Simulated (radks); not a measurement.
These are the eigenvalues of the occupied orbitals of an atom or ion with whole-number occupations (eV). All-electron calculation, scalar-relativistic Kohn-Sham, SCAN, spin-polarised, spherical densities, finite nucleus; meta-GGA in the generalised Kohn-Sham scheme; Fermi nuclear charge, rms radius of each element as measured or else 0.836 A^(1/3) + 0.57 fm. Program: a radial shooting solver on a logarithmic mesh with Libxc functionals.

orbital  eigenvalue
1s up     -34452.11
1s down   -34452.01
2s up     -5398.312
2s down   -5398.267
2p up     -4842.241
2p down   -4842.153
3s up     -1128.889
3s down   -1128.821
3p up     -947.8082
3p down   -947.7134
3d up     -680.1525
3d down   -680.0409
4s up     -223.8349
4s down   -223.6293
4p up     -166.1511
4p down   -165.9610
4d up      -81.9490
4d down    -81.6435
5s up      -40.9852
5s down    -38.7741
5p up      -27.8545
5p down    -25.6943

Which element is it, and in what charge state? The configuration may be excited. Open shells, if any, are filled with parallel spins first.

Answer. Z = 54, xenon, charge +2: Xe2+ in [Kr] 4d10 5s2 5p4. The list shows which subshells hold electrons but not how many an open one holds; the 1s level, -1266.1 hartree, gives Z - s = 50.3 by -(Z - s)^2/2, which with screening and relativity narrows Z to a few neighbours, and the depths of the outer levels then fix element, charge and occupations together.
